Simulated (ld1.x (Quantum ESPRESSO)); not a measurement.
u(r) = r·R(r): atom against pseudo-atom (nitrogen)

Columns: radius, all-electron u(r) and pseudo u(r) of the 2s shell (level -18.54 eV) of nitrogen in the configuration [He] 2s1.75 2p3.25; LDA (PZ), scalar-relativistic, TM scheme, ld1.x (Quantum ESPRESSO) 7.5.

```csv
r (bohr),all-electron,pseudo
0.070,0.3404,-0.0651
0.140,0.3809,-0.1289
0.210,0.2750,-0.1908
0.280,0.1063,-0.2513
0.350,-0.0795,-0.3137
0.420,-0.2580,-0.3836
0.490,-0.4172,-0.4669
0.560,-0.5520,-0.5633
0.630,-0.6612,-0.6619
0.700,-0.7459,-0.7459
0.770,-0.8083,-0.8083
0.840,-0.8511,-0.8511
0.910,-0.8770,-0.8770
0.980,-0.8888,-0.8888
1.050,-0.8890,-0.8890
1.120,-0.8799,-0.8799
1.190,-0.8634,-0.8634
1.260,-0.8411,-0.8411
1.330,-0.8146,-0.8146
1.400,-0.7848,-0.7848
1.470,-0.7529,-0.7529
1.540,-0.7196,-0.7196
1.610,-0.6856,-0.6856
1.680,-0.6514,-0.6514
1.750,-0.6173,-0.6173
1.820,-0.5838,-0.5838
```

Q: How many radial nodes do the two functions have?

A: The all-electron 2s function has n − l − 1 = 1; the pseudo-wave has 0, since the states of the same l below it are removed with the core.

Q: At about which radius was the pseudo-wave matched?

A: 0.70 bohr, where the columns begin to agree (steps of 0.07 bohr).

Q: Where does each function peak?

A: Outermost all-electron maximum near 1.05 bohr, pseudo maximum near 1.05 bohr (to the table’s step).

Q: Is the pseudo-wave norm-conserving?

A: Yes: the TM scheme keeps the norm inside the radius equal to the all-electron one, which fixes the energy derivative of the logarithmic derivative at the level.
